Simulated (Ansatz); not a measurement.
Species: CH$_{4}$NS$_{2}$, SMILES `N[C](S)S` (charge 0, multiplicity 2).

Question: Give a relaxed geometry from PBE0-D4/def2-TZVP in Ansatz (an electronic-structure program).

Answer: This is not unique; one that fits is the end point of this relaxation, one of several conformers (outside a Z-matrix the atoms follow the SMILES, hydrogens last).
Bond lengths (Å): N1–C2 1.389, N1–H5 1.010, N1–H6 1.007, C2–S3 1.744, C2–S4 1.749, S3–H7 1.351, S4–H8 1.344. Angles (°): C2–N1–H5 115.2, C2–N1–H6 114.9, H5–N1–H6 113.9, N1–C2–S3 118.8, N1–C2–S4 114.1, S3–C2–S4 120.3, C2–S3–H7 97.6, C2–S4–H8 96.7.
